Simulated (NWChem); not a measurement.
Molecule: C₃H₇FSi; SMILES FC1C[SiH2]C1

```xyz
12

F     -0.0673     2.1795     0.0000
C     -0.4874     0.8532     0.0000
C      0.0292     0.0218     1.1953
Si     0.0347    -1.4717     0.0000
C      0.0292     0.0218    -1.1953
H     -1.6024     0.8637     0.0000
H     -0.5539     0.0704     2.1331
H      1.0819     0.3087     1.4041
H      1.2233    -2.3910     0.0000
H     -1.2312    -2.2821     0.0000
H     -0.5539     0.0704    -2.1331
H      1.0819     0.3087    -1.4041
```
Atoms are numbered in this order, from 1.

Results from NWChem. Pople sets run with spherical d functions. STO-3G and 3-21G are far too small for this property and stand as cheap habits. Structure relaxed at the PBE-D3(BJ)/def2-SVP level. No frequency run checked for a minimum. B3LYP is NWChem's, with the RPA form of VWN correlation. Field at 589 nm.

```
level           isotropic polarisability (bohr³)  anisotropy (bohr³)
--------------  --------------------------------  ------------------
B3LYP/STO-3G                                 ___                 ___
B3LYP/6-31G*                                54.6                13.0
B3LYP/def2-SVP                              57.3                11.9
```

Q: Some entries are withheld; supply them.

A: 
- B3LYP/STO-3G, isotropic polarisability (bohr³): 28.8
- B3LYP/STO-3G, anisotropy (bohr³): 9.1
